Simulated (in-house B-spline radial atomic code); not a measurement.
**Response and correlation of the tin ion Sn³²⁺**

Closed shell [Ne] 3s2 3p6. Computed with an all-electron radial atomic-structure program (B-spline basis): Dirac-Hartree-Fock, relativistic RPA (time-dependent Dirac-Hartree-Fock) for the response and second-order many-body perturbation theory for correlation, no-pair Dirac-Coulomb Hamiltonian, finite nucleus.

Command:
```bash
python run_mb.py task.json out
```
Settings (nuclear radius in fm, box in bohr, cutoff in hartree):
```
basis_form          2
Z                   50
core_configuration  [Ne] 3s2 3p6
rms_radius          4.6519
mass_number         120
speed_of_light      137.036
box_radius          2.744
lmax                7
intervals           57
virtual_cutoff      62500.0
```

Run time, properties included: 1.1 s on 1 thread of Intel(R) Xeon(R) 6975P-C, with other jobs on the host.

```json
{"multipole (bohr³, bohr⁵, bohr⁷)": "dipole", "uncoupled": "0.022696", "coupled RPA": "0.021172"}
{"multipole (bohr³, bohr⁵, bohr⁷)": "quadrupole", "uncoupled": "0.0012496", "coupled RPA": "0.0013344"}
{"multipole (bohr³, bohr⁵, bohr⁷)": "octupole", "uncoupled": "0.0002355", "coupled RPA": "?"}
```

(1) What is the coupled octupole polarisability?

(2) Which subshells carry the dipole polarisability?

(3) What does the dipole shielding factor come to?

Dipole polarisability at imaginary frequency:

```
u (Eh)  α(iu) (bohr³)
     0        0.02117
  9.48         0.0103
  28.4       0.003447
  56.9       0.001609
  94.8      0.0008414
   190      0.0003069
   379      9.707e-05
   948      1.784e-05
```

(4) What dispersion coefficients follow for two such ions (the dispersion part alone)?

Lowest J = 1 odd-parity excitations:

| energy (eV) | oscillator strength | leading channel | weight |
| --- | --- | --- | --- |
| 145.88 | 8.45e-05 | 3p3/2 → d3/2 | 0.87 |
| 181.62 | 0.235 | 3p3/2 → d5/2 | 0.643 |
| 230.51 | 0.932 | 3p1/2 → d3/2 | 0.849 |
| 933.31 | 0.257 | 3p3/2 → s1/2 | 0.997 |
| 986.65 | 0.125 | 3p1/2 → s1/2 | 0.994 |
| 1057.3 | 0.00111 | 3p3/2 → d3/2 | 0.835 |
| 1065.3 | 1.57 | 3p3/2 → d5/2 | 0.842 |
| 1115.2 | 0.759 | 3p1/2 → d3/2 | 0.971 |

Second-order correlation energy by the highest angular momentum of the excited pair (hartree): s -0.02178, p -0.1702, d -0.6154, f -0.1343, g -0.05206, h -0.01911, i -0.008655, k -0.004468.

(5) What is the second-order correlation energy at the partial-wave limit?

Results:

(1) 0.00028362 atomic units, +20 % against the uncoupled value.

(2) 3p3/2 70.5 %, 3p1/2 27.2 %, 3s1/2 1.9 %.

(3) The dipole shielding factor is 0.360, against the exact N/Z = 18/50 = 0.360 of the non-relativistic theorem.

(4) C6 = (3/π)∫α(iu)²du = 0.00338 hartree·bohr⁶ and C8 = 0.001631 hartree·bohr⁸.

(5) The listed waves sum to -1.026 hartree; extrapolating the increments as (l + 1/2)⁻⁴ gives -1.0351 hartree, -1.56 eV per electron.
